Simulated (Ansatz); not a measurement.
Several settings on one geometry of the cluster Li₃N⁺ (the lowest doublet isomer of a short search) (that of the charge 1 doublet, PBE0-D4/def2-TZVP). Ansatz on 4 threads of Arm Neoverse V2 on a shared host; times are rough.

```xyz
4

Li    0.819    0.517    1.542
Li   -1.423    0.942   -0.634
Li    0.604   -1.458   -0.908
N     0.000    0.000    0.000
```

Totals from different functionals, basis sets or treatments of relativity can't be compared as stabilities.

The 6-31G sets use Cartesian d functions. B3LYP takes the VWN-RPA correlation. Correlated methods freeze 1 core orbital; core or outer-core shells of Li are correlated, in sets that lack core-valence functions.

The spins typed aren't always the lowest for that charge.

(1) Give the basis size and estimate the energy, ⟨S²⟩ and time of these runs.

| run | method | charge | state | further keys |
| --- | --- | --- | --- | --- |
| 1 | UHF, rpa/STO-3G | 1 | quartet | scf: {omitted_lower_state_checks: [starts]} |
| 2 | ROKS B3LYP-D3(BJ)/6-31++G** | 1 | doublet | scf: {lower_state_search: light}; forces asked |
| 3 | UKS PBE0-D3(BJ)/def2-TZVP | 1 | doublet | scf: {omitted_lower_state_checks: [starts]}; forces asked |
| 4 | UKS r2SCAN50-D4/6-31++G** | 1 | doublet | forces asked |

Results:

(1) 
```
run  functions  energy (Eh)  ⟨S²⟩  wall time
  1         20     -75.6451  3.76      0.1 s
  2         76     -77.1453     –        2 s
  3         73     -77.0220  0.75      0.6 s
  4         76     -77.0583  0.76      3.7 s
```
